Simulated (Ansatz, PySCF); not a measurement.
Spin states of HOW (SMILES [OH][W]), each relaxed with B3LYP-D3(BJ)/def2-TZVP.
State 1 (charge 0, multiplicity 4):
```xyz
3

W     -0.9526    -0.6613    -0.8255
O      0.4218    -0.1214     0.2830
H      0.4976     0.8300     0.4722
```
State 2 (charge 0, multiplicity 6):
```csv
atom,x (Å),y (Å),z (Å)
W,-0.9961,-0.6968,-0.8631
O,0.4336,-0.0973,0.2951
H,0.5294,0.8415,0.4976
```

Singlets are restricted, other states unrestricted; no spin–orbit coupling, no relativity up to Kr; see below for the cores. The largest T1 diagnostic is 0.048.

Correlated levels freeze the inner cores; with def2 sets outer-core shells near the valence are correlated too.

Run with Ansatz (Gaussian basis) for Hartree–Fock, density functionals and correlated methods; PySCF for the dispersion terms. Values without a source in brackets are computed. In def2 rows elements past Kr take small-core potentials, without spin–orbit coupling.

```json
[
 {"level": "PBE/def2-TZVPP", "energy of the multiplicity-6 state less that of the multiplicity-4 state (kJ/mol)": "-18.1"},
 {"level": "PBE-D4/def2-TZVPP", "energy of the multiplicity-6 state less that of the multiplicity-4 state (kJ/mol)": "-18.1"},
 {"level": "BLYP/def2-TZVPP", "energy of the multiplicity-6 state less that of the multiplicity-4 state (kJ/mol)": "20.5"},
 {"level": "B3LYP/def2-TZVPP", "energy of the multiplicity-6 state less that of the multiplicity-4 state (kJ/mol)": "5.1"},
 {"level": "B3LYP-D4/def2-TZVPP", "energy of the multiplicity-6 state less that of the multiplicity-4 state (kJ/mol)": "5.1"},
 {"level": "PBE0-D3(BJ)/def2-TZVPP", "energy of the multiplicity-6 state less that of the multiplicity-4 state (kJ/mol)": "-37.6"},
 {"level": "PBE0-D4/def2-TZVPP", "energy of the multiplicity-6 state less that of the multiplicity-4 state (kJ/mol)": "-37.6"},
 {"level": "wB97X-V/def2-TZVPP", "energy of the multiplicity-6 state less that of the multiplicity-4 state (kJ/mol)": "?"},
 {"level": "CCSD/def2-SVP", "energy of the multiplicity-6 state less that of the multiplicity-4 state (kJ/mol)": "?"}
]
```

Task: Fill in the missing entries.

Result: 
- wB97X-V/def2-TZVPP, energy of the multiplicity-6 state less that of the multiplicity-4 state (kJ/mol): 8.1
- CCSD/def2-SVP, energy of the multiplicity-6 state less that of the multiplicity-4 state (kJ/mol): -19.6

Doubts at one or more of the structures used: a spin-contaminated determinant (CCSD/def2-SVP).

Ansatz is a program for electronic structure.
